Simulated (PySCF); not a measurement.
**Diatomic anions of P with the chalcogens**

PBE0 with double-zeta basis sets in PySCF, for the lowest determinant that a PBE0 search found; no spin–orbit coupling. De refers to high-spin ground-configuration atoms (the charge goes to the atom of lower measured ionisation energy or higher electron affinity, which is not always the lowest computed limit). A positive dipole points towards P; it is taken about the centre of mass and depends on that origin.

```
 M                        basis  charged atom  state (unpaired electrons)  Re (Å)  ωe (cm⁻¹)  De (eV)  μ (D)
 O  aug-cc-pV(D+d)Z/aug-cc-pVDZ            O−              triplet (π ↑↑)   1.557       1021     5.62   0.05
 S                    def2-SVPD            S−              triplet (π ↑↑)   2.023        612     3.84   0.40
Te                    def2-SVPD           Te−              triplet (π ↑↑)   2.371        395     2.99  -2.38
```

The shortest bond is that of PO⁻ (1.557 Å), the longest that of TeP⁻ (2.371 Å). PO⁻ is bound most strongly (5.62 eV) and TeP⁻ least (2.99 eV).

The rows differ in basis set, which adds steps of its own.

Relativity is treated differently too: O no relativity; S no relativity; Te scalar-relativistic core potentials.

Down a group bonds as a rule get longer and wavenumbers fall, partly through the reduced mass; this series shows no clear exception.

Spin–orbit coupling is left out, which matters for elements this heavy, above all for dissociation energies. For an ion De counts to the pair picked by the measured ionisation energies or electron affinities, which need not be the lowest pair at this level. The highest Kohn–Sham level is positive in some of these anions. Much of that is self-interaction error, but it also means that the finite basis helps to hold the extra electron. States were picked by a PBE0 search and need not be the measured ground states.
